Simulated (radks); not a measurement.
Ce V, 54 electrons, occupied as [Xe]. Method: Dirac Kohn-Sham, LDA (Slater exchange, Perdew-Wang correlation), spin-unpolarised, spherical densities, finite nucleus; Fermi nuclear charge, rms radius 4.8771 fm; computed with a radial shooting solver on a logarithmic mesh with Libxc functionals.

Normalised radial functions P(r) = r R(r) (large component), r in bohr:

r           5s1/2   4f5/2
0.002919   0.0856  0.0000
0.003622   0.0993  0.0000
0.004532   0.1145  0.0000
0.005624   0.1291  0.0000
0.007037   0.1431  0.0000
0.008733   0.1535  0.0000
0.01093    0.1584  0.0000
0.01367    0.1536  0.0001
0.01696    0.1358  0.0001
0.02122    0.0996  0.0003
0.02634    0.0451  0.0006
0.03295   -0.0308  0.0013
0.0409    -0.1156  0.0027
0.05117   -0.1988  0.0058
0.06402   -0.2504  0.0120
0.07945   -0.2400  0.0234
0.0994    -0.1438  0.0452
0.1234     0.0262  0.0818
0.1543     0.2305  0.1439
0.1915     0.3617  0.2352
0.2396     0.3259  0.3677
0.2998     0.0787  0.5353
0.3721    -0.2683  0.7137
0.4655    -0.5271  0.8830
0.5777    -0.4806  0.9920
0.7228    -0.0862  1.0171
0.8971     0.4507  0.9493
1.122      0.8809  0.8011
1.404      0.9868  0.6082
1.743      0.7977  0.4162
2.18       0.4745  0.2435
2.706      0.2122  0.1221
3.385      0.0641  0.0473
4.201      0.0133  0.0142
5.256      0.0016  0.0028

5s1/2: eigenvalue -79.039 eV, 4 radial nodes at r = 0.0303, 0.120, 0.316, 0.749 bohr, <r> = 1.46 bohr, 90 % of the charge inside 2.08 bohr. 4f5/2 (empty): eigenvalue -47.775 eV, 0 radial nodes, <r> = 0.961 bohr, 90 % of the charge inside 1.59 bohr.
